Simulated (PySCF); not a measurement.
C4H5NSi, SMILES C1[SiH2]C(C#N)=C1. Geometry optimised at PBE-D3(BJ)/def2-SVP. This is a generated structure with no PubChem entry under its InChIKey; it may be hypothetical.

Calculation: PBE-D3(BJ)/def2-SVP (PySCF 2.14.0).

Harmonic wavenumbers (cm⁻¹): 152, 154, 206, 456, 458, 503, 535, 615, 649, 684, 744, 768, 846, 917, 932, 1051, 1096, 1140, 1211, 1353, 1581, 2166, 2181, 2256, 2990, 3041, 3057. Rotational constants (GHz): 6.923, 1.907, 1.538; symmetry number 1.

Task: Work out the zero-point energy and the ideal-gas rigid-rotor harmonic-oscillator thermochemistry at 298.15 K and 1 atm.

Result: ZPE = ½ Σ hcν = ½ × 31741 cm⁻¹ = 45.38 kcal/mol. H − E(el) = 50.02 kcal/mol. Entropy in cal/(mol K): translation 39.57, rotation 27.16, vibration 12.44, total 79.17. G − E(el) = 26.42 kcal/mol. Cp = 25.69 cal/(mol K).
